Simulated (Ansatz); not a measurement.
# A relaxation, step by step

GeH5ClF2, singlet, PBE0-D4/def2-TZVP (Ansatz 0.2.0). Settings:

```yaml
hamiltonian: {xc: pbe0, dispersion: d4}
relax: {f_tol: 0.005, max_steps: 200}
```

Start, a step off a saddle point along its unstable mode:

```
atom    x (Å)    y (Å)    z (Å)
 Ge1  -0.7583  -1.0597  -0.2882
 Cl2   0.6271  -0.5537   1.3879
  H3   0.2460  -2.1118  -0.7717
  H4  -1.8701  -1.4895   0.6894
  H5  -1.5103  -0.4457  -1.5246
  H6   0.4377   1.4282  -0.3606
  F7   0.0187   1.1272  -0.8860
  H8   1.3584   1.2294   1.0279
  F9   1.4508   1.8755   0.7260
```

```tsv
step	energy less the last (meV)	largest force component (eV/Å)
1	5343.5	25.463
2	735.5	0.555
3	470.4	0.440
4	259.1	0.403
5	124.2	0.333
6	66.6	0.240
7	38.5	0.108
8	35.8	0.198
9	27.6	0.079
10	20.0	0.037
11	13.7	0.137
12	10.1	0.234
13	3.9	0.141
14	0.8	0.020
15	0.1	0.017
16	0.0	0.010
17	0.0	0.006
18	0.0	0.003
```

Step 5, positions (Å) and forces (eV/Å):

```json
{"atom": "Ge1", "x": "-0.849", "y": "-1.383", "z": "-0.155", "Fx": "-0.154", "Fy": "-0.049", "Fz": "-0.231"}
{"atom": "Cl2", "x": "0.416", "y": "-0.556", "z": "1.438", "Fx": "-0.065", "Fy": "-0.128", "Fz": "0.104"}
{"atom": "H3", "x": "0.045", "y": "-2.417", "z": "-0.851", "Fx": "-0.023", "Fy": "0.044", "Fz": "0.059"}
{"atom": "H4", "x": "-1.989", "y": "-2.043", "z": "0.632", "Fx": "0.063", "Fy": "0.000", "Fz": "-0.012"}
{"atom": "H5", "x": "-1.331", "y": "-0.281", "z": "-1.105", "Fx": "0.075", "Fy": "-0.138", "Fz": "0.260"}
{"atom": "H6", "x": "0.684", "y": "1.906", "z": "-0.620", "Fx": "-0.171", "Fy": "-0.112", "Fz": "-0.181"}
{"atom": "F7", "x": "0.097", "y": "1.514", "z": "-1.244", "Fx": "0.268", "Fy": "0.292", "Fz": "0.093"}
{"atom": "H8", "x": "1.326", "y": "1.208", "z": "1.124", "Fx": "0.073", "Fy": "0.333", "Fz": "-0.178"}
{"atom": "F9", "x": "1.601", "y": "2.052", "z": "0.781", "Fx": "-0.067", "Fy": "-0.241", "Fz": "0.087"}
```

Step 12, positions (Å) and forces (eV/Å):

```json
{"atom": "Ge1", "x": "-0.858", "y": "-1.216", "z": "-0.030", "Fx": "-0.148", "Fy": "-0.129", "Fz": "-0.166"}
{"atom": "Cl2", "x": "0.256", "y": "-0.669", "z": "1.781", "Fx": "0.041", "Fy": "0.051", "Fz": "0.003"}
{"atom": "H3", "x": "0.188", "y": "-1.637", "z": "-1.077", "Fx": "-0.133", "Fy": "0.090", "Fz": "0.170"}
{"atom": "H4", "x": "-1.718", "y": "-2.402", "z": "0.454", "Fx": "0.097", "Fy": "0.143", "Fz": "-0.081"}
{"atom": "H5", "x": "-1.697", "y": "0.010", "z": "-0.416", "Fx": "0.125", "Fy": "-0.156", "Fz": "0.074"}
{"atom": "H6", "x": "0.852", "y": "1.642", "z": "-0.885", "Fx": "-0.016", "Fy": "-0.006", "Fz": "-0.082"}
{"atom": "F7", "x": "0.445", "y": "1.320", "z": "-1.666", "Fx": "0.039", "Fy": "0.011", "Fz": "0.092"}
{"atom": "H8", "x": "1.116", "y": "1.097", "z": "1.164", "Fx": "0.085", "Fy": "0.230", "Fz": "-0.187"}
{"atom": "F9", "x": "1.416", "y": "1.855", "z": "0.676", "Fx": "-0.091", "Fy": "-0.234", "Fz": "0.176"}
```

Step 15, positions (Å) and forces (eV/Å):

```tsv
atom	x	y	z	Fx	Fy	Fz
Ge1	-0.890	-1.230	-0.041	-0.006	-0.003	-0.010
Cl2	0.244	-0.632	1.744	0.003	0.001	0.009
H3	0.150	-1.592	-1.094	-0.001	0.002	-0.002
H4	-1.692	-2.442	0.443	0.002	-0.001	0.005
H5	-1.773	-0.038	-0.392	-0.002	-0.001	-0.001
H6	0.905	1.646	-0.877	-0.002	-0.007	0.002
F7	0.478	1.260	-1.616	0.004	0.004	0.000
H8	1.127	1.133	1.142	-0.007	-0.013	0.000
F9	1.453	1.895	0.690	0.009	0.017	-0.003
```

Last step (18):

Ge1  (-0.896, -1.231, -0.043)
Cl2  (0.236, -0.620, 1.740)
H3  (0.143, -1.580, -1.101)
H4  (-1.681, -2.451, 0.447)
H5  (-1.796, -0.050, -0.391)
H6  (0.915, 1.643, -0.873)
F7  (0.485, 1.257, -1.610)
H8  (1.130, 1.136, 1.139)
F9  (1.464, 1.898, 0.692)
(Å)

The run took about 25 s on 8 CPU threads of an Arm Neoverse V2 (shared host).
